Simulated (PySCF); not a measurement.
Electron correlation in Xe⁴²⁺ (xenon, charge +42)

[Ne] 3s2, closed-shell 1S. Computed with PySCF 2.14 in an even-tempered Gaussian basis (18 s from 8.4 bohr⁻², ratio 2.5; 12 p from 11 bohr⁻², ratio 2.5; 4 d from 40 bohr⁻², ratio 2.7; 4 f from 60 bohr⁻², ratio 2.7), with the spin-free X2C one-electron Hamiltonian (Gaussian nucleus). Frozen: 1s2; 10 electrons correlated; the 22 highest virtual orbitals of each spin left out.

```tsv
level	correlation energy (mhartree)
CCSD	-486.42
(T)	-0.86
CCSD(T)	-487.28
```

Diagnostics: T1 = 0.00022, D1 = 0.0007, largest double amplitude 0.055.

Question: Is a single reference adequate?

Answer: Yes, within this model without spin-orbit coupling: T1 lies below 0.03 and no double amplitude reaches 0.07.

At this charge the one-electron X2C treatment keeps the bare 1/r₁₂, with no two-electron picture change or Breit term. The effect here is smaller than on the frozen 1s shell; and a scalar Hamiltonian misses the large spin-orbit splitting of the p shells, which matters for ns² → np² pairs.
